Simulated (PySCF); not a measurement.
A GIAO shielding run with PySCF (density fitting, non-relativistic, gas phase) on SMILES [SiH3]Sc1ccon1, C3H5NOSSi:

```
$ OMP_NUM_THREADS=1 python probes_run.py task.json out

{"job": {"kind": "nmr", "xc": "PBE0", "basis": "pcSseg-1"}, "charge": 0, "multiplicity": 1}
Si    -2.415725     0.089429     0.010147
S     -1.049891     0.342066     1.691442
C      0.342191     0.077371     0.720037
C      1.719510     0.070721     1.072223
C      2.337083    -0.191782    -0.109388
O      1.439006    -0.332879    -1.087835
N      0.194084    -0.163518    -0.561201
H     -2.127162     1.154307    -0.931894
H     -3.691763     0.291093     0.693438
H     -2.257960    -1.274054    -0.459530
H      2.143239     0.235483     2.038636
H      3.368587    -0.298921    -0.381455
```

Hardware: 1 thread of an AMD EPYC, shared host. The job also computes population analyses, field gradients, ring-centre shieldings.

Problem. How large is the calculation?

Solution. 68 electrons, 158 basis functions and 862 auxiliary functions.

Problem. How long does it take, and how much memory does it need?

Solution. 37 s of wall time, with 14 SCF cycles and 5 response iterations; peak memory 0.73 GiB. Times on a shared host scatter by some tens of per cent.
